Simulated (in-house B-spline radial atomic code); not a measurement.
How numerical settings move a run on Al⁺, [Ne] 3s2. Computed with a B-spline radial code for spherical atoms: non-relativistic r2SCAN, spherical fractional occupations, point nucleus.

Command:
```bash
python run_scf.py task.json out
```
Settings of the sound reference run:
```
Z                13
electrons        12
configuration    [Ne] 3s2
hamiltonian      nr
method           r2scan
spin_polarised   False
knot_spacing     0.22
spline_order     8
gauss_points     12
box_radius       35.29
max_iterations   70
damping          0.5
damped_steps     3
diis_vectors     10
tolerance        1e-08
start            Thomas-Fermi
```

Time taken, with all properties: 0.12 s on 1 thread of AMD EPYC 9R45 96-Core Processor, on a shared host.

It converges in 8 iterations to -242.112215 hartree, with 3s at -14.9356 eV. The other runs change the listed settings, some to values that make no sense; their results aren't properties of the atom or ion. Radii are in bohr (the nuclear one in fm), a minus after a letter asks for a j subshell, and «unchanged» means within 1e-8 hartree. The run stops when the residual is below 10 × tolerance × max(1, Z/10), or a noise floor if that is larger, and the energy moves by less than 1e-8 × √|E| hartree; so very loose and very tight tolerances often act alike.

| changed settings | outcome |
| --- | --- |
| spline_order = 6, box_radius = 2.12, max_iterations = 75, damped_steps = 30, tolerance = 0.01 | converged in 5 iterations, energy +3.06e+00 hartree from the reference, 3s level +4.8e+01 eV (the program warns: 3s has a positive eigenvalue: unbound, held by the box; 2s reaches the box edge) |
| electrons = 20, configuration = [Ne] 3s2 5s2 5p6, max_iterations = 60 | converged in 12 iterations to -241.2986 hartree, a different physical problem (warning: 5s has a positive eigenvalue: unbound, held by the box) |
| knot_spacing = 0.55 | converged in 9 iterations, energy +1.12e-03 hartree from the reference, 3s level +3.9e-03 eV |
| start = bare nucleus | converged in 8 iterations, energy unchanged |
| knot_spacing = 0.1 | converged in 8 iterations, energy -1.57e-05 hartree from the reference, 3s level -1.5e-04 eV |
| electrons = 13, configuration = [Ne] 3s2 2f1, max_iterations = 100 | stopped with error: there is no 2f shell |
| spline_order = 3, max_iterations = 60, damped_steps = 1 | converged in 7 iterations, energy +3.98e-03 hartree from the reference, 3s level +1.9e-03 eV |
| knot_spacing = 1.4 | converged in 8 iterations, energy +7.02e+00 hartree from the reference, 3s level +1.6e-01 eV (the program warns: 1s reaches the box edge; 2s reaches the box edge) |
| hamiltonian = dirac, method = hf, spin_polarised = True, nucleus = fermi, rms_radius = 3.061, mass_number = 27, atomic_mass = 26.98154, speed_of_light = 137.036 | stopped with error: spin polarisation is not served with the Dirac Hamiltonian |
| knot_spacing = 1 | converged in 8 iterations, energy +5.28e-01 hartree from the reference, 3s level +4.3e-02 eV |
| spline_order = 4 | converged in 8 iterations, energy +7.78e-05 hartree from the reference, 3s level -3.8e-04 eV |
| knot_spacing = 0.4 | converged in 8 iterations, energy +1.66e-04 hartree from the reference, 3s level +1.0e-03 eV |
| spline_order = 5 | converged in 8 iterations, energy +4.65e-06 hartree from the reference, 3s level +4.1e-04 eV |
| knot_spacing = 0.75 | converged in 8 iterations, energy +9.47e-02 hartree from the reference, 3s level +1.5e-02 eV |
| knot_spacing = 0.4, max_iterations = 50, damped_steps = 30, start = bare nucleus | converged in 18 iterations, energy +1.66e-04 hartree from the reference, 3s level +1.0e-03 eV |
| knot_spacing = 0.15 | converged in 8 iterations, energy -8.04e-06 hartree from the reference, 3s level -4.5e-06 eV |

(1) What happens with spline_order = 3?

(2) What happens with knot_spacing = 2?

(3) What happens with spline_order = 7?

(4) What happens with spline_order = 10?

Results:

(1) Converged in 8 iterations, energy +3.98e-03 hartree from the reference, 3s level +1.9e-03 eV.

(2) Converged in 8 iterations, energy +1.40e+01 hartree from the reference, 3s level +8.2e-01 eV (the program warns: 3s reaches the box edge; 1s reaches the box edge).

(3) Converged in 8 iterations, energy +1.40e-05 hartree from the reference, 3s level +2.8e-04 eV.

(4) Converged in 8 iterations, energy +1.07e-05 hartree from the reference, 3s level +2.4e-04 eV.
